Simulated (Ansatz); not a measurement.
A nudged elastic band was laid between two geometries of BrCl2F2HHf (7 atoms, charge 0, multiplicity 1).

Method: RKS B3LYP-D4/def2-SVP in Ansatz 0.2.0.

| Quantity | Value |
| --- | --- |
| movable images | 5 |
| climbing image | yes |
| spring | 5.0 eV/Å² |
| optimiser | quadratic models (default) |
| start path | through a guess of the saddle point |
| force threshold | 0.03 eV/Å |
| iteration limit | 60 |
| end points | relaxed |

Initial state:

```xyz
7
Properties=species:S:1:pos:R:3
Hf 0.026 0.000 -0.071
F 0.238 0.000 1.836
F 1.832 0.000 -0.648
Cl -0.826 1.989 -1.014
Cl -0.826 -1.989 -1.014
Br -2.896 0.000 1.403
H -2.190 0.000 2.649
```

Final state:

```xyz
7
Properties=species:S:1:pos:R:3
Hf -0.500 -0.001 -0.085
F -0.095 -0.006 2.195
F 1.395 0.005 0.120
Cl -0.820 1.894 -1.413
Cl -0.816 -1.898 -1.412
Br -2.779 0.005 1.262
H -1.026 0.001 2.474
```

(1) What changes between the two ends?

(2) Give the energies along the band, and the barrier.

(3) What is the geometry of the highest image?

(4) What are the harmonic wavenumbers there?

Answers

(1) Bonds broken: Br6–H7. Bonds formed: F2–H7.

(2) The forces met the threshold. The highest image is number 4 of 0 to 6, 0.42 eV above the first end and 0.15 eV above the last; the last end lies 0.27 eV above the first. A vibrational analysis at the climbing image gives one clearly imaginary mode, 487i cm⁻¹: a first-order saddle point. The orbitals stay closed-shell, which can raise the energy where a bond breaks towards radicals; this wasn't checked here.

| image | path coordinate (Å) | energy (eV) | Br6–H7 (Å) | F2–H7 (Å) |
| --- | --- | --- | --- | --- |
| 0 | 0.00 | 0.00 | 1.43 | 2.56 |
| 1 | 0.34 | 0.02 | 1.43 | 2.19 |
| 2 | 0.68 | 0.10 | 1.44 | 1.86 |
| 3 | 1.02 | 0.26 | 1.49 | 1.56 |
| 4 | 1.36 | 0.42 | 1.66 | 1.21 |
| 5 | 1.68 | 0.32 | 1.92 | 1.02 |
| 6 | 1.99 | 0.27 | 2.13 | 0.97 |

(3) 
```xyz
7
Properties=species:S:1:pos:R:3:forces:R:3
Hf -0.339 0.000 -0.018 -0.01 0.00 0.00
F -0.088 0.001 2.067 0.00 0.00 0.00
F 1.555 -0.001 -0.123 0.01 0.00 0.00
Cl -0.856 1.932 -1.232 0.00 0.00 0.00
Cl -0.856 -1.932 -1.233 0.00 0.00 0.00
Br -2.767 -0.001 1.458 0.00 0.00 0.00
H -1.290 0.000 2.222 0.00 0.00 0.00
```

(4) 487i, 27, 91, 94, 103, 154, 165, 213, 379, 394, 399, 662, 730, 799, 1287 cm⁻¹.

The run took 2.8 min on 4 threads of Intel(R) Xeon(R) Platinum 8259CL CPU @ 2.50GHz (Skylake/Cascade Lake), on a shared host, peak memory 0.42 GiB.
